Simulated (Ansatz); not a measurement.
A structure relaxed at B3LYP-D4/def2-SVPD in Ansatz, charge -1, doublet:

```
atom    x (Å)    y (Å)    z (Å)
 Mg1   0.1644  -0.4449  -1.3722
 Mg2  -0.3426  -0.8593   1.1348
 Mg3   0.3663   2.6832   0.4883
  N4  -0.2964  -2.1979  -0.4163
  N5   0.1082   0.8190   0.1654
```

Question: Give its formula.

Answer: Mg₃N₂⁻.

Question: Summarise the bond lengths by kind (pairs closer than 1.2 times the sum of covalent radii, bridged metal pairs left out).

Answer: 5 × Mg–N 1.91 to 2.05 Å.

The charge -1 doublet is spin-contaminated (final ⟨S²⟩ up to 1.54, 0.75 for a pure state). Another isomer (doublet) lies 1.76 eV lower at PBE0-D4/def2-TZVPD; other spin states weren't run for this one.
